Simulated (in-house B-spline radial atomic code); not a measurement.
Results of a calculation; reference values are marked as such.
Weak and strong correlation along the adiabatic connection

Two-electron singlets in several external potentials (atomic units), by full CI in B-splines with partial waves to l = 8 (correlation energies up to 0.6 % small). The repulsion is scaled by λ at fixed density; W(λ) is the mean repulsion less the Hartree energy, W(0) = E_x, and the area under W from 0 to 1 is E_xc.

One system gave this curve:

```json
{"λ": "0", "W (hartree)": "-1.3418"}
{"λ": "0.02", "W (hartree)": "-1.3437"}
{"λ": "0.05", "W (hartree)": "-1.3467"}
{"λ": "0.12", "W (hartree)": "-1.3534"}
{"λ": "0.25", "W (hartree)": "-1.3654"}
{"λ": "0.4", "W (hartree)": "-1.3786"}
{"λ": "0.6", "W (hartree)": "-1.3952"}
{"λ": "0.8", "W (hartree)": "-1.4108"}
{"λ": "1", "W (hartree)": "-1.4253"}
{"λ": "1.4", "W (hartree)": "-1.4518"}
{"λ": "2", "W (hartree)": "-1.4858"}
{"λ": "3", "W (hartree)": "-1.5312"}
{"λ": "4.5", "W (hartree)": "-1.5809"}
{"λ": "7", "W (hartree)": "-1.6357"}
{"λ": "10", "W (hartree)": "-1.6774"}
```

Q: Which system is it?
A. −Z exp(−kr)/r, Z = 7.98, k = 0.839
B. −Z exp(−kr)/r, Z = 1.33, k = 0.0419
C. −V exp(−r²/w²), V = 21.7, w = 1.94
D. −Z exp(−kr)/r, Z = 2.01, k = 0.485

A: C. The exchange energy sets the size: −V exp(−r²/w²), V = 21.7, w = 1.94: E_x = -1.34, E_c = -0.0441; −Z exp(−kr)/r, Z = 7.98, k = 0.839: E_x = -4.72, E_c = -0.0453; −Z exp(−kr)/r, Z = 2.01, k = 0.485: E_x = -0.946, E_c = -0.0432; −Z exp(−kr)/r, Z = 1.33, k = 0.0419: E_x = -0.6, E_c = -0.0406 hartree.
